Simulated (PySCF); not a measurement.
Si(H)(NCO)(OH)2 (CH₃NO₃Si), SMILES O=C=N[SiH](O)O.

Coordinates come from a B3LYP-D3(BJ)/def2-SVP optimisation. This is a generated structure with no PubChem entry under its InChIKey; it may be hypothetical. The values are those of a single conformer.

Computed with PySCF with TDDFT-PBE/def2-SVPD.

Vertical excitations. The molecule is in vacuum.

Computed lowest excited states:
```json
[
 {"state": "S1", "energy (eV)": "6.62", "λ (nm)": "187", "f": "0.002", "main pairs": "HOMO→LUMO 84 %"},
 {"state": "S2", "energy (eV)": "6.72", "λ (nm)": "185", "f": "0.009", "main pairs": "HOMO−1→LUMO 76 %, HOMO→LUMO+1 15 %"},
 {"state": "S3", "energy (eV)": "6.80", "λ (nm)": "182", "f": "0.006", "main pairs": "HOMO−1→LUMO+1 57 %, HOMO→LUMO+1 37 %"},
 {"state": "S4", "energy (eV)": "7.07", "λ (nm)": "175", "f": "0.057", "main pairs": "HOMO−1→LUMO+1 29 %, HOMO→LUMO+1 27 %, HOMO→LUMO+2 18 %, HOMO−1→LUMO+2 14 %"},
 {"state": "S5", "energy (eV)": "7.19", "λ (nm)": "173", "f": "0.025", "main pairs": "HOMO−2→LUMO 94 %"},
 {"state": "S6", "energy (eV)": "7.25", "λ (nm)": "171", "f": "0.011", "main pairs": "HOMO→LUMO+2 61 %, HOMO−1→LUMO+2 29 %"},
 {"state": "S7", "energy (eV)": "7.31", "λ (nm)": "170", "f": "0.013", "main pairs": "HOMO−2→LUMO+1 90 %"},
 {"state": "S8", "energy (eV)": "7.62", "λ (nm)": "163", "f": "0.061", "main pairs": "HOMO−1→LUMO+3 29 %, HOMO−3→LUMO 25 %, HOMO−1→LUMO+2 22 %, HOMO→LUMO+4 8 %"},
 {"state": "S9", "energy (eV)": "7.67", "λ (nm)": "162", "f": "0.058", "main pairs": "HOMO−3→LUMO 49 %, HOMO→LUMO+3 35 %"},
 {"state": "S10", "energy (eV)": "7.70", "λ (nm)": "161", "f": "0.008", "main pairs": "HOMO−2→LUMO+2 97 %"},
 {"state": "T1", "energy (eV)": "6.29", "λ (nm)": "197", "f": "0", "main pairs": "HOMO→LUMO+1 37 %, HOMO→LUMO 23 %, HOMO−1→LUMO 14 %, HOMO−1→LUMO+1 12 %"},
 {"state": "T2", "energy (eV)": "6.45", "λ (nm)": "192", "f": "0", "main pairs": "HOMO→LUMO 56 %, HOMO−1→LUMO+1 32 %, HOMO→LUMO+1 9 %"},
 {"state": "T3", "energy (eV)": "6.47", "λ (nm)": "192", "f": "0", "main pairs": "HOMO−1→LUMO 54 %, HOMO→LUMO+1 33 %"},
 {"state": "T4", "energy (eV)": "6.64", "λ (nm)": "187", "f": "0", "main pairs": "HOMO−1→LUMO+1 43 %, HOMO−1→LUMO 20 %, HOMO→LUMO 16 %, HOMO→LUMO+1 16 %"}
]
```
Triplets are in the Tamm–Dancoff approximation, which puts them higher than full response would, so one can lie above its singlet here.
